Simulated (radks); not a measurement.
Q: The mean radii <r> (bohr) of the occupied orbitals of an atom or ion are listed with their occupations. Calculated with a radial shooting solver on a logarithmic mesh with Libxc functionals: scalar-relativistic Kohn-Sham, r2SCAN, spin-polarised, spherical densities, finite nucleus; meta-GGA in the generalised Kohn-Sham scheme; Fermi nuclear charge, rms radius of each element as measured or else 0.836 A^(1/3) + 0.57 fm.

orbital  occ.      <r>
1s up       1  0.03111
1s down     1  0.03111
2s up       1   0.1344
2s down     1   0.1342
2p up       3   0.1173
2p down     3   0.1170
3s up       1   0.3505
3s down     1   0.3521
3p up       3   0.3453
3p down     3   0.3472
3d up       5   0.3147
3d down     1   0.3170

Name the element and its charge. Open shells, if any, are filled with parallel spins first.

A: Z = 47, silver, charge +23: Ag23+ in [Ar] 3d6. The 1s radius gives Z: for a bare nucleus <r> = (2 gamma + 1)/(2Z) with gamma = sqrt(1 - (Z/c)^2), 0.03062 bohr for Z = 47, and screening makes it slightly larger (0.03111 here). The occupations add up to 24, and the charge is Z minus that.
